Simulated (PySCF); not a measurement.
trifluoromethoxyethane (C3H5F3O), SMILES CCOC(F)(F)F. Heavy atoms are numbered as in [CH3:1][CH2:2][O:3][C:4]([F:5])([F:6])[F:7]. Hydrogens are named by the atom that carries them.

Geometry optimised at ωB97X-D3(BJ)/def2-SVP. One conformer was computed; it need not be the lowest.

Level of theory: PBE0/pcSseg-1 (PySCF).

GIAO shieldings, no solvent; atoms alike by connectivity are averaged. δ = σ(ref) − σ: ¹³C against TMS (σ = 186.3 ppm); ¹⁷O against H2O (σ = 334.2 ppm); ¹⁹F against CFCl3 (σ = 167.2 ppm); ¹H against TMS (σ = 31.56 ppm), references at their B3LYP-D3(BJ)/def2-TZVP geometries, non-relativistic.

```
atoms     nucleus  count  δ (ppm)
--------  -------  -----  -------
C4            ¹³C      1    131.2
C2 (CH2)      ¹³C      1      ___
C1 (CH3)      ¹³C      1     18.0
O3            ¹⁷O      1    120.2
F5            ¹⁹F      3      ___
H on C2        ¹H      2     4.17
H on C1        ¹H      3      ___
```

Problem. Some entries are withheld; supply them. (An estimate is asked for; the answer gives what the named calculation found.)

Solution. 
- C2 (CH2), δ (ppm): 65.5
- F5, δ (ppm): -84.1
- H on C1, δ (ppm): 1.71
